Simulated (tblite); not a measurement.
Species: C7H7OPS.
Geometry (GFN2-xTB, Å), atoms numbered from 1 in this order:
```xyz
17
C7H7OPS angstrom
C     -1.1925   -1.4314   -3.2106
C     -0.6695   -0.9667   -2.2331
C     -0.0394   -0.4332   -1.1027
S      1.6831   -0.5679   -0.9451
C      1.7778    0.2459    0.5718
C      3.1241    0.4104    1.1935
P      0.3193    0.8157    1.2703
C     -0.6859    0.2112   -0.0728
O     -2.0335    0.3489   -0.1327
C     -2.6313    1.0044    0.9555
H     -1.6670   -1.8264   -4.0578
H      3.5817   -0.5601    1.3872
H      3.0338    0.9484    2.1347
H      3.7910    0.9661    0.5336
H     -2.4325    0.4739    1.8946
H     -3.7012    1.0109    0.7559
H     -2.2650    2.0341    1.0478
```

Computed with GFN2-xTB (tblite): harmonic, unscaled wavenumbers at the GFN2-xTB geometry, gas phase. Against measured fundamentals such values can be off by several per cent, at times by over 20. One conformer, not necessarily the lowest.

Problem. How many normal modes are there?

Solution. 17 atoms, non-linear: 3N − 6 = 45.

Problem. What is the point group of the computed structure, and how do the modes divide by symmetry?

Solution. Cs. The vibrations span 29 a′ + 16 a″.

Problem. How many distinct wavenumbers does the calculation give?

Solution. 45: Cs has no degenerate species.

Problem. How many fundamentals are allowed in the infrared by symmetry?

Solution. 45 of 45: in Cs every mode is allowed. All fundamentals are allowed in the Raman spectrum.

Problem. Zero-point energy?

Solution. Half the sum of the wavenumbers, 25612 cm⁻¹, or 306.4 kJ/mol from 45 modes, 140.7 kJ/mol of it from above 1550 cm⁻¹.

Problem. How far is the lowest real mode excited at 77 K, as a harmonic oscillator?

Solution. 82.5 cm⁻¹ is a vibrational temperature θ of 119 K. The population of v = 1 over v = 0 is exp(−θ/T) = 0.21, and the mean quantum number is 0.27.
